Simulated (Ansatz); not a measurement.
C₅H₉N₂+ (`Cn1cc[n+](C)c1`) at its PBE0-D4/def2-TZVP geometry, where that method's forces vanish. Charge 1, multiplicity 1.

| atom | x (Å) | y (Å) | z (Å) |
| --- | --- | --- | --- |
| C1 | 0.419 | 2.162 | -1.184 |
| N2 | 0.366 | 0.850 | -0.557 |
| C3 | 1.366 | -0.088 | -0.579 |
| C4 | 0.919 | -1.162 | 0.117 |
| N5 | -0.346 | -0.861 | 0.553 |
| C6 | -1.202 | -1.733 | 1.342 |
| C7 | -0.657 | 0.360 | 0.133 |
| H8 | 1.242 | 2.736 | -0.760 |
| H9 | -0.518 | 2.683 | -0.997 |
| H10 | 0.561 | 2.048 | -2.257 |
| H11 | 2.302 | 0.083 | -1.082 |
| H12 | 1.392 | -2.105 | 0.336 |
| H13 | -2.144 | -1.225 | 1.537 |
| H14 | -1.395 | -2.652 | 0.790 |
| H15 | -0.714 | -1.964 | 2.288 |
| H16 | -1.588 | 0.869 | 0.321 |

Task: For each bond, give half the difference of the two atoms' forces along it (eV/Å; positive pushes the atoms apart) under PBE-D4, r2SCAN-D4, B3LYP-D4, ωB97M-V in def2-TZVPP. (An estimate is asked.)

Result: The calculation gave: 
| bond | length (Å) | PBE-D4 | r2SCAN-D4 | B3LYP-D4 | ωB97M-V |
| --- | --- | --- | --- | --- | --- |
| C1–N2 | 1.455 | -0.18 | 0.04 | 0.13 | 0.24 |
| C1–H8 | 1.089 | 0.10 | -0.05 | -0.09 | -0.12 |
| C1–H9 | 1.088 | 0.09 | -0.06 | -0.09 | -0.09 |
| C1–H10 | 1.089 | 0.10 | -0.05 | -0.09 | -0.12 |
| N2–C3 | 1.371 | 0.14 | 0.11 | 0.17 | 0.16 |
| N2–C7 | 1.328 | 0.42 | 0.24 | 0.14 | -0.06 |
| C3–C4 | 1.356 | 0.34 | 0.19 | 0.12 | -0.05 |
| C3–H11 | 1.077 | -0.12 | -0.18 | -0.21 | -0.12 |
| C4–N5 | 1.371 | 0.14 | 0.11 | 0.17 | 0.16 |
| C4–H12 | 1.077 | -0.12 | -0.18 | -0.21 | -0.12 |
| N5–C6 | 1.455 | -0.18 | 0.04 | 0.13 | 0.24 |
| N5–C7 | 1.328 | 0.42 | 0.24 | 0.14 | -0.06 |
| C6–H13 | 1.088 | 0.09 | -0.06 | -0.09 | -0.09 |
| C7–H16 | 1.078 | -0.25 | -0.28 | -0.26 | -0.09 |

B3LYP here is the variant with VWN-RPA as its local correlation; programs differ in this.

Results of the Gaussian-basis code of Ansatz.
